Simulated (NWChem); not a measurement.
The numbers come from NWChem runs, not from measurements. System: H$_{8}$Si$_{3}$, charge 0, spin multiplicity 3, displaced from the optimised geometry. The structure started from a generated list of species. Its SCF solution wasn't tested for a lower state.

The NWChem input:

```
start mol
memory heap 200 mb stack 800 mb global 1000 mb
geometry units angstroms nocenter noautoz
  Si     0.100804    -2.385438    -0.168600
  Si     0.000000     0.000000     0.445773
  Si    -0.100804     2.385438    -0.168600
  H      0.116792    -2.529101    -1.701543
  H      1.384605    -3.008365     0.398788
  H     -1.134020    -3.112929     0.382773
  H     -1.576632    -0.065496     0.159976
  H      1.576632     0.065496     0.159976
  H      1.134020     3.112929     0.382773
  H     -1.384605     3.008365     0.398788
  H     -0.116792     2.529101    -1.701543
  symmetry group C2
end
basis spherical
  * library def2-svp
end
dft
  xc slater vwn_5
  odft
  mult 3
  semidirect memsize 60000000 filesize 0
  iterations 100
  vectors input hcore
end
task dft gradient
```

The output up to the point where the run's verdict is printed (cleaned and shortened):

```
             Northwest Computational Chemistry Package (NWChem) 7.3.0
             --------------------------------------------------------

                                NWChem Input Module
                                -------------------

 Scaling coordinates for geometry "geometry" by  1.889725989
 (inverse scale =  0.529177249)

 Turning off AUTOSYM since
 SYMMETRY directive was detected!

                             Geometry "geometry" -> ""
                             -------------------------

 Output coordinates in angstroms (scale by  1.889725989 to convert to a.u.)

  No.       Tag          Charge          X              Y              Z
 ---- ---------------- ---------- -------------- -------------- --------------
    1 Si                  14.0000     0.10080400    -2.38543800    -0.16860000
    2 Si                  14.0000     0.00000000     0.00000000     0.44577300
    3 Si                  14.0000    -0.10080400     2.38543800    -0.16860000
    4 H                    1.0000     0.11679200    -2.52910100    -1.70154300
    5 H                    1.0000     1.38460500    -3.00836500     0.39878800
    6 H                    1.0000    -1.13402000    -3.11292900     0.38277300
    7 H                    1.0000    -1.57663200    -0.06549600     0.15997600
    8 H                    1.0000     1.57663200     0.06549600     0.15997600
    9 H                    1.0000     1.13402000     3.11292900     0.38277300
   10 H                    1.0000    -1.38460500     3.00836500     0.39878800
   11 H                    1.0000    -0.11679200     2.52910100    -1.70154300

 Effective nuclear repulsion energy (a.u.)     179.8753107795

            Nuclear Dipole moment (a.u.)
            ----------------------------
        X                 Y               Z
 ---------------- ---------------- ----------------
    -0.0000000000    -0.0000000000     0.0000188973

      Symmetry information
      --------------------

 Group name             C2
 Group number              4
 Group order               2
 No. of unique centers     6

      Symmetry unique atoms
[...]
 d= 0,ls=0.5,diis    75   -869.0305795805 -1.45D-03  2.08D-03  1.14D-03    18.1
                                                     2.03D-04  1.14D-03
 d= 0,ls=0.5,diis    76   -869.0321507637 -1.57D-03  1.99D-03  7.97D-04    18.3
                                                     1.66D-04  5.78D-04
 d= 0,ls=0.5,diis    77   -869.0334107945 -1.26D-03  1.95D-03  6.10D-04    18.5
                                                     2.11D-04  3.06D-04
 d= 0,ls=0.5,diis    78   -869.0345556618 -1.14D-03  1.84D-03  4.72D-04    18.7
                                                     1.76D-04  1.01D-04
 d= 0,ls=0.5,diis    79   -869.0354758027 -9.20D-04  1.77D-03  4.29D-04    18.9
                                                     1.81D-04  6.36D-05
 d= 0,ls=0.5,diis    80   -869.0362337076 -7.58D-04  1.63D-03  4.44D-04    19.2
                                                     1.06D-04  1.37D-04
 d= 0,ls=0.5,diis    81   -869.0369372381 -7.04D-04  1.50D-03  4.22D-04    19.4
                                                     8.56D-05  1.45D-04
 d= 0,ls=0.5,diis    82   -869.0376567109 -7.19D-04  1.47D-03  3.09D-04    19.6
                                                     5.61D-05  3.71D-05
 d= 0,ls=0.5,diis    83   -869.0382371490 -5.80D-04  1.41D-03  2.77D-04    19.8
                                                     8.67D-05  3.47D-05
 d= 0,ls=0.5,diis    84   -869.0387276652 -4.91D-04  1.32D-03  2.75D-04    20.0
                                                     7.76D-05  7.61D-05
 d= 0,ls=0.5,diis    85   -869.0391650322 -4.37D-04  1.24D-03  2.67D-04    20.2
                                                     6.49D-05  1.08D-04
 d= 0,ls=0.5,diis    86   -869.0395752265 -4.10D-04  1.16D-03  2.41D-04    20.4
                                                     5.01D-05  1.06D-04
 d= 0,ls=0.5,diis    87   -869.0399494303 -3.74D-04  1.10D-03  2.08D-04    20.6
                                                     5.44D-05  9.28D-05
 d= 0,ls=0.5,diis    88   -869.0402703380 -3.21D-04  1.03D-03  1.87D-04    20.9
                                                     4.72D-05  1.00D-04
 d= 0,ls=0.5,diis    89   -869.0405546801 -2.84D-04  9.61D-04  1.68D-04    21.1
                                                     3.98D-05  1.00D-04
 d= 0,ls=0.5,diis    90   -869.0408103263 -2.56D-04  9.01D-04  1.45D-04    21.3
                                                     4.19D-05  9.08D-05
 d= 0,ls=0.5,diis    91   -869.0410234098 -2.13D-04  8.37D-04  1.36D-04    21.5
                                                     3.60D-05  9.47D-05
 d= 0,ls=0.5,diis    92   -869.0412147298 -1.91D-04  7.79D-04  1.22D-04    21.7
                                                     3.08D-05  9.00D-05
 d= 0,ls=0.5,diis    93   -869.0413845157 -1.70D-04  7.25D-04  1.08D-04    21.9
                                                     3.11D-05  8.09D-05
 d= 0,ls=0.5,diis    94   -869.0415312060 -1.47D-04  6.82D-04  9.75D-05    22.2
                                                     3.04D-05  7.39D-05
 d= 0,ls=0.5,diis    95   -869.0416539751 -1.23D-04  6.31D-04  9.05D-05    22.4
                                                     2.64D-05  7.58D-05
 d= 0,ls=0.5,diis    96   -869.0417658236 -1.12D-04  5.85D-04  7.97D-05    22.6
                                                     2.45D-05  6.97D-05
 d= 0,ls=0.5,diis    97   -869.0418607693 -9.49D-05  5.38D-04  7.33D-05    22.9
                                                     2.15D-05  6.59D-05
 d= 0,ls=0.5,diis    98   -869.0419468991 -8.61D-05  4.97D-04  6.39D-05    23.1
                                                     2.00D-05  5.68D-05
 d= 0,ls=0.5,diis    99   -869.0420221827 -7.53D-05  4.60D-04  5.48D-05    23.4
                                                     1.86D-05  4.84D-05
 d= 0,ls=0.5,diis   100   -869.0420864142 -6.42D-05  4.24D-04  4.78D-05    23.6
                                                     1.73D-05  4.15D-05
```

Convergence was not reached. The next line reads: Calculation failed to converge. NWChem stopped with the message: dft gradient failed.
